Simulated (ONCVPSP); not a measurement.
Before and after: ONCV potential for Ce (Z = 58)

| Property | Result |
| --- | --- |
| Element | Ce |
| Generator | ONCVPSP 4.0.1 |
| Type | optimised norm-conserving Vanderbilt (ONCV) |
| Functional | PBEsol |
| Relativity | scalar-relativistic |
| Frozen core | [Kr] 4d10 |
| Valence charge | 12 |
| Reference configuration | 4f1 5s2 5p6 5d1.5 6s1.5 |
| Partial waves | 5s+6s: rc 2.70 bohr, ncon 4, nbas 8, qcut 5 1/bohr, 2 projectors; 5p: rc 3.00 bohr, ncon 5, nbas 8, qcut 4.2 1/bohr, 2 projectors, debl 3.4 Ha; 5d: rc 2.50 bohr, ncon 3, nbas 6, qcut 3.6 1/bohr, 2 projectors, debl 2.1 Ha; 4f: rc 1.50 bohr, ncon 4, nbas 8, qcut 9.4 1/bohr, local |
| Local potential | the f channel |
| Core correction | none |

Change: f: qcut 8.5.

Cutoffs: the cutoffs (Ha) at which the residual kinetic energy of the hardest occupied pseudo-wave falls to 1 and 0.1 mHa per electron; they do not see the model core or the augmentation charge, which bear on the density cutoff. Errors are all-electron minus pseudo energies relative to the spin-unpolarised reference configuration.

Task: What does the change do?

Result: The potential gets harder (54 Ha and 118 Ha → 111 Ha and 133 Ha); both files keep a bound ghost (s); the lowest positive-energy flag moves from p at 25.7 eV to p at 54.6 eV; of the 4 tests that both files solve, the error grows in 0 and shrinks in 1 by more than 15 % and 0.3 meV (median size 1.5 → 1.5 meV).

```tsv
quantity	base	changed
cutoff, loose	54 Ha	111 Ha
cutoff, tight	118 Ha	133 Ha
loose cutoff by channel	s 7.3 Ha, p 5.2 Ha, d 5.7 Ha, f 54 Ha	s 7.3 Ha, p 5.2 Ha, d 5.7 Ha, f 111 Ha
bound ghosts	s	s
GHOST(+) flags under 300 eV	p at 25.7 eV, d at 148.7 eV	p at 54.6 eV, d at 159.3 eV
error for 4f1 5s2 5p6 5d1 6s2, meV [ΔE -0.40 eV]	-0.4	-0.5
error for 4f1 5s2 5p6 5d1 6s1, meV [ΔE 5.70 eV]	-0.5	-0.5
error for 4f1 5s2 5p6 5d1 6s0, meV [ΔE 16.74 eV]	-2.5	-2.5
error for 4f1 5s2 5p6 5d1 6s1 6p1, meV [ΔE 2.08 eV]	+18	+14
s: phases at 2.74 bohr within 0.05 rad from the reference energy up to (Ha; the scan ends near 5)	3.1	3.4
p: phases at 3.05 bohr within 0.05 rad from the reference energy up to (Ha; the scan ends near 5)	0.2	0.3
d: phases at 2.54 bohr within 0.05 rad from the reference energy up to (Ha; the scan ends near 5)	4.9	to the end of the scan
f: phases at 1.53 bohr within 0.05 rad from the reference energy up to (Ha; the scan ends near 5)	0.5	0.5
```

 A true bound ghost makes a file unfit for plane-wave use even where its test errors are small: the radial tests pick states by their node count and pass the ghost by.
